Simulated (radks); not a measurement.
Task: The mean radii <r> (bohr) of the occupied orbitals of an atom or ion are listed with their occupations. Calculated with a radial shooting solver on a logarithmic mesh with Libxc functionals: Dirac Kohn-Sham, relativistic LDA (MacDonald-Vosko exchange, VWN5 correlation), spin-unpolarised, spherical densities, finite nucleus; Fermi nuclear charge, rms radius of each element as measured or else 0.836 A^(1/3) + 0.57 fm.

| orbital | occ. | <r> |
|---|---|---|
| 1s1/2 | 2 | 0.03192 |
| 2s1/2 | 2 | 0.1345 |
| 2p1/2 | 2 | 0.1136 |
| 2p3/2 | 3 | 0.1182 |

Name the element and its charge. Open shells, if any, fill j = l - 1/2 first.

Result: Z = 46, palladium, charge +37: Pd37+ in [He] 2s2 2p5. The 1s radius gives Z: for a bare nucleus <r> = (2 gamma + 1)/(2Z) with gamma = sqrt(1 - (Z/c)^2), 0.03135 bohr for Z = 46, and screening makes it slightly larger (0.03192 here). The occupations add up to 9, and the charge is Z minus that.
